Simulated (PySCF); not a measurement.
The dipole of `C=C/C=C1\C=C(C(F)(F)F)C1=C` from its density and from atomic charges.

Coordinates (GFN2-xTB, Å) and charges (e) from the PBE0/pcSseg-1 density (PySCF):

```
atom       x       y       z  Mulliken      IAO  Hirshfeld  ESP-fitted
  C1  -3.945   0.155  -0.229   -0.1268  -0.3044    -0.0889     -0.4571
  C2  -2.655   0.408  -0.435   -0.1805  -0.1337    -0.0447     -0.0538
  C3  -1.597  -0.298   0.241   -0.0284  -0.1515    -0.0452     -0.1890
  C4  -0.297  -0.059   0.050   -0.1136  +0.0040    -0.0051     +0.0059
  C5   0.513   0.850  -0.771   +0.0282  -0.1167    -0.0190     -0.1301
  C6   1.677   0.349  -0.285   -0.3217  -0.0588    -0.0303     -0.0793
  C7   3.111   0.637  -0.522   +0.9440  +0.8005    +0.2581     +0.5435
  F8   3.294   1.633  -1.404   -0.2714  -0.2794    -0.0937     -0.1893
  F9   3.757   0.997   0.604   -0.2727  -0.2801    -0.1001     -0.1819
 F10   3.778  -0.430  -1.004   -0.2729  -0.2802    -0.1008     -0.1819
 C11   0.979  -0.618   0.592   -0.1577  +0.0197    -0.0090     +0.0818
 C12   1.340  -1.546   1.457   +0.0214  -0.3308    -0.1008     -0.5054
 H13  -4.722   0.695  -0.742   +0.1208  +0.1582    +0.0510     +0.1909
 H14  -4.265  -0.605   0.464   +0.1164  +0.1495    +0.0489     +0.1996
 H15  -2.354   1.174  -1.135   +0.1055  +0.1466    +0.0491     +0.1536
 H16  -1.891  -1.067   0.944   +0.1000  +0.1560    +0.0545     +0.1828
 H17   0.281   1.617  -1.484   +0.0650  +0.1717    +0.0690     +0.1751
 H18   2.377  -1.748   1.666   +0.1236  +0.1672    +0.0534     +0.2250
 H19   0.609  -2.134   1.984   +0.1208  +0.1620    +0.0541     +0.2093
```

Problem. Form Σ q r in debye for every column and set it beside the full dipole.

Solution. The full density gives (-2.85, -0.32, 0.24) D, 2.88 D in size; dipole vectors point from the negative to the positive end.

```
    scheme     μx     μy    μz  size (D)  share of the full size (%)  angle to the full dipole (°)
  Mulliken  -3.48  -2.10  1.86      4.47                         155                            31
       IAO  -3.88  -0.56  0.44      3.95                         137                             3
 Hirshfeld  -1.98  -0.10  0.06      1.99                          69                             5
ESP-fitted  -2.90  -0.33  0.25      2.93                         102                             0
```

Problem. Which set comes closest?

Solution. Length of the difference vector: ESP-fitted 0.05 D, Hirshfeld 0.92 D, IAO 1.07 D, Mulliken 2.49 D. Closest: ESP-fitted. 

Problem. What is left for the Hirshfeld atoms' own dipoles?

Solution. The shares of the density sum to the whole, so what Σ q r misses lies in dipoles about the nuclei. The atomic dipoles sum to (-2.85, -0.32, 0.24) − (-1.98, -0.10, 0.06) = (-0.87, -0.22, 0.18) D, 0.92 D in size.

Problem. With the origin at the mean of the coordinates, (-0.001, 0.000, 0.000) Å, which are the largest single terms, by size, of the Mulliken dipole along the direction of the full one?

Solution. C7 -14.49, F9 +4.95, F10 +4.95, F8 +4.64, C6 +2.66 D; all 19 atoms together +3.83 D. The single terms depend on the origin, their sum doesn't.

Problem. Give the size of the full dipole in other units.

Solution. 2.88 D = 1.133 au = 0.600 e·Å = 9.61 × 10⁻³⁰ C·m.

Geometry: GFN2-xTB, one conformer, isolated molecule.

The values belong to the conformer `[CH2:1]=[CH:2]/[CH:3]=[C:4]1\[CH:5]=[C:6]([C:7]([F:8])([F:9])[F:10])[C:11]1=[CH2:12]`: C1–C2–C3–C4 180°, C5–C6–C7–F8 1°.
